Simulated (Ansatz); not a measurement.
Relaxation of the cluster Te₄Se⁻ with UKS PBE-D4/def2-SVPD.

```sh
$ ansatz run in.yaml --threads 4 --pin off --events-out ev --progress --plain --max-ram 4787MiB
```

```yaml
crystal:
  periodic: [false, false, false]
  atoms:
    - {symbol: Se, position_ang: [1.790590, -0.783670, -0.035950]}
    - {symbol: Te, position_ang: [0.432610, -0.807080, -2.255920]}
    - {symbol: Te, position_ang: [-1.463130, 0.894120, -1.130500]}
    - {symbol: Te, position_ang: [0.245050, -0.880440, 1.913520]}
    - {symbol: Te, position_ang: [-1.005110, 1.577080, 1.508840]}
basis:
  gaussian: {orbitals: def2-SVPD}
total_charge: -1
magnetization: {spin_polarized: true, initial_magnetization: 1}
hamiltonian: {xc: pbe, dispersion: d4}
scf: {lower_state_search: "off"}
output: {orbitals: {seedname: orbitals}}
relax: {f_tol: 0.02, max_steps: 100}
```

Run time 1.7 min (4 threads of Arm Neoverse V1 on a shared host).

Positions (Å) and forces (eV/Å) at steps 1, 2, 3, 4, 5, 6, 7, 8, 9, 10, 11, 12, 13, 14, 15, 16, 17, 18, 19, 20, 22 of 22:

```xyz
5
step=1 energy=-94509.8460 eV
Se    1.791   -0.784   -0.036    1.030    0.113   -0.110
Te    0.433   -0.807   -2.256    0.156   -0.470   -0.709
Te   -1.463    0.894   -1.131   -0.746    0.249   -0.376
Te    0.245   -0.880    1.914   -0.440   -0.591    0.613
Te   -1.005    1.577    1.509    0.000    0.699    0.582
5
step=2 energy=-94509.8706 eV
Se    1.975   -0.792   -0.016   -0.858    0.039    0.049
Te    0.467   -0.864   -2.283   -0.041    0.268    0.407
Te   -1.643    0.939   -1.188    0.562   -0.251    0.289
Te    0.187   -0.979    1.908    0.176    0.576   -0.437
Te   -0.985    1.696    1.579    0.162   -0.632   -0.307
5
step=3 energy=-94509.9969 eV
Se    1.866   -0.748   -0.028   -0.116   -0.046   -0.026
Te    0.470   -0.857   -2.309    0.024    0.082    0.188
Te   -1.546    0.882   -1.139    0.019   -0.031    0.018
Te    0.174   -0.941    1.904   -0.004    0.188   -0.126
Te   -0.963    1.663    1.571    0.078   -0.192   -0.054
5
step=4 energy=-94510.0038 eV
Se    1.865   -0.756   -0.022    0.070    0.014   -0.037
Te    0.467   -0.839   -2.278   -0.009    0.001   -0.037
Te   -1.558    0.882   -1.141   -0.016   -0.037   -0.055
Te    0.176   -0.931    1.890   -0.080    0.006    0.057
Te   -0.949    1.644    1.551    0.034    0.016    0.073
5
step=5 energy=-94510.0053 eV
Se    1.865   -0.753   -0.024    0.028   -0.003   -0.019
Te    0.470   -0.840   -2.284   -0.013    0.020    0.010
Te   -1.558    0.875   -1.140   -0.007   -0.038   -0.059
Te    0.168   -0.930    1.890   -0.038    0.021    0.011
Te   -0.944    1.647    1.558    0.029    0.000    0.056
5
step=6 energy=-94510.0098 eV
Se    1.869   -0.754   -0.025    0.009   -0.016    0.031
Te    0.470   -0.827   -2.284   -0.061    0.054    0.048
Te   -1.564    0.850   -1.152    0.020   -0.064   -0.097
Te    0.150   -0.922    1.886    0.015    0.002   -0.042
Te   -0.925    1.652    1.574    0.017    0.024    0.060
5
step=7 energy=-94510.0130 eV
Se    1.875   -0.754   -0.023   -0.021   -0.025    0.054
Te    0.469   -0.820   -2.280   -0.080    0.077    0.066
Te   -1.570    0.838   -1.160    0.035   -0.080   -0.126
Te    0.140   -0.920    1.880    0.044    0.017   -0.060
Te   -0.915    1.657    1.583    0.022    0.010    0.066
5
step=8 energy=-94510.0176 eV
Se    1.879   -0.754   -0.020   -0.021   -0.033    0.064
Te    0.466   -0.811   -2.275   -0.094    0.091    0.079
Te   -1.575    0.826   -1.171    0.036   -0.091   -0.148
Te    0.134   -0.919    1.877    0.053    0.020   -0.072
Te   -0.903    1.658    1.589    0.025    0.013    0.076
5
step=9 energy=-94510.0476 eV
Se    1.908   -0.769    0.003   -0.052   -0.073    0.075
Te    0.429   -0.747   -2.233    0.272   -0.100   -0.038
Te   -1.606    0.758   -1.272   -0.365    0.147   -0.016
Te    0.111   -0.908    1.860    0.095   -0.003   -0.059
Te   -0.842    1.665    1.642    0.050    0.029    0.038
5
step=10 energy=-94510.0595 eV
Se    1.925   -0.785    0.023   -0.095   -0.052    0.021
Te    0.427   -0.717   -2.211    0.290   -0.100   -0.046
Te   -1.654    0.752   -1.315   -0.295    0.120    0.046
Te    0.116   -0.912    1.862    0.068    0.005   -0.039
Te   -0.813    1.661    1.640    0.033    0.027    0.017
5
step=11 energy=-94510.0376 eV rejected
Se    1.922   -0.815    0.045    0.060    0.042   -0.139
Te    0.471   -0.700   -2.203   -0.390    0.257    0.178
Te   -1.738    0.793   -1.303    0.437   -0.346   -0.197
Te    0.147   -0.929    1.881   -0.162    0.051    0.045
Te   -0.802    1.651    1.580    0.055   -0.004    0.114
5
step=12 energy=-94510.0704 eV
Se    1.923   -0.801    0.031   -0.064   -0.029   -0.009
Te    0.452   -0.699   -2.209    0.032    0.047    0.031
Te   -1.698    0.743   -1.325   -0.010   -0.051   -0.018
Te    0.114   -0.910    1.864    0.033   -0.022   -0.018
Te   -0.790    1.666    1.640    0.008    0.054    0.014
5
step=13 energy=-94510.0829 eV
Se    1.907   -0.846    0.042   -0.027   -0.066    0.120
Te    0.494   -0.614   -2.216   -0.105    0.090   -0.051
Te   -1.753    0.660   -1.327    0.096   -0.099    0.000
Te    0.086   -0.902    1.862    0.051    0.051   -0.096
Te   -0.733    1.703    1.640   -0.016    0.024    0.027
5
step=14 energy=-94510.1111 eV
Se    1.899   -0.950    0.049   -0.086   -0.097    0.285
Te    0.552   -0.485   -2.233   -0.344    0.186   -0.061
Te   -1.811    0.524   -1.306    0.308   -0.175   -0.066
Te    0.045   -0.864    1.832    0.126    0.163   -0.202
Te   -0.685    1.775    1.658   -0.004   -0.077    0.045
5
step=15 energy=-94510.1444 eV
Se    1.890   -1.104    0.065   -0.314    0.021    0.177
Te    0.608   -0.301   -2.258   -0.506    0.131    0.269
Te   -1.873    0.338   -1.311    0.586   -0.153   -0.151
Te    0.008   -0.798    1.799    0.225    0.197   -0.301
Te   -0.633    1.865    1.705    0.009   -0.197    0.007
5
step=16 energy=-94510.1226 eV rejected
Se    1.910   -1.182    0.060   -0.283    0.155    0.198
Te    0.580   -0.255   -2.236    0.144   -0.051   -0.138
Te   -1.765    0.364   -1.155   -0.241   -0.079   -0.256
Te    0.016   -0.769    1.737    0.268   -0.280   -0.025
Te   -0.740    1.843    1.594    0.113    0.255    0.222
5
step=17 energy=-94510.1674 eV
Se    1.830   -1.124    0.089    0.221   -0.037   -0.143
Te    0.602   -0.238   -2.286   -0.148   -0.035    0.221
Te   -1.815    0.296   -1.269    0.083   -0.021   -0.082
Te    0.018   -0.787    1.792   -0.136   -0.013   -0.063
Te   -0.634    1.854    1.674   -0.020    0.106    0.067
5
step=18 energy=-94510.1764 eV
Se    1.882   -1.145    0.091    0.001    0.047   -0.132
Te    0.586   -0.257   -2.242   -0.021   -0.001    0.005
Te   -1.837    0.319   -1.281    0.106   -0.067   -0.014
Te    0.022   -0.778    1.746   -0.112   -0.032    0.107
Te   -0.654    1.861    1.686    0.026    0.053    0.034
5
step=19 energy=-94510.1810 eV
Se    1.866   -1.144    0.081   -0.032    0.047   -0.034
Te    0.598   -0.250   -2.264   -0.105   -0.004    0.086
Te   -1.830    0.284   -1.287    0.133   -0.031   -0.046
Te    0.004   -0.769    1.749   -0.015   -0.005   -0.014
Te   -0.639    1.879    1.721    0.018   -0.007    0.009
5
step=20 energy=-94510.1779 eV rejected
Se    1.880   -1.080    0.080   -0.068    0.000    0.008
Te    0.568   -0.350   -2.305    0.140    0.000   -0.006
Te   -1.786    0.328   -1.304   -0.117   -0.012    0.064
Te   -0.008   -0.766    1.736    0.048   -0.108   -0.058
Te   -0.653    1.868    1.794   -0.003    0.120   -0.008
5
step=22 energy=-94510.1834 eV
Se    1.863   -1.114    0.080    0.007   -0.001   -0.006
Te    0.590   -0.281   -2.277    0.006   -0.001    0.000
Te   -1.815    0.281   -1.300   -0.002   -0.001    0.011
Te   -0.011   -0.769    1.737   -0.012    0.003   -0.003
Te   -0.627    1.883    1.760    0.001   -0.001   -0.003
```

In the def2 sets Te takes a core potential; there is no spin–orbit coupling. The relaxation made no stability test and no search for a lower SCF solution. Another isomer (doublet) lies 0.05 eV lower at PBE0-D4/def2-TZVPD; other spin states weren't run for this one.
